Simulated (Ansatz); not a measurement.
Coupled-cluster diagnostics for Te₂Pb₃⁺, Ansatz.

Geometry of the doublet (PBE0-D4/def2-SVP):

Cartesian coordinates in Å:
```
Pb 0.701 -0.574 1.905
Pb 2.193 -1.046 -2.506
Pb -1.926 0.356 -0.782
Te 1.018 0.903 -0.683
Te -1.986 0.361 2.067
```

In the def2 sets Pb, Te take a core potential; there is no spin–orbit coupling. Correlated methods freeze 20 core orbitals; core or outer-core shells of Pb, Te are correlated, in sets that lack core-valence functions. Another isomer (doublet) lies 1.24 eV lower at PBE0-D4/def2-TZVP; other spin states weren't run for this one.

Problem. Estimate the CCSD(T) correlation energy, the shares of MP2 and (T), T1 and the reference's ⟨S²⟩ for: charge 1, doublet, own geometry in def2-SVP; and the rough time on 4 threads of AMD EPYC on a shared host.

Solution. 
| state | basis | correlation (eV) | MP2 share (%) | (T) share (%) | T1 | ⟨S²⟩ (pure) | wall time |
| --- | --- | --- | --- | --- | --- | --- | --- |
| charge 1, doublet, own geometry | def2-SVP | -14.392 | 89.4 | 4.8 | 0.018 | 0.76 (0.75) | 7.9 min |
Customary marks for T1 are 0.02 (closed shells), 0.045 (open shells) and about 0.05 (3d metals). T1 stays under 0.02 throughout.
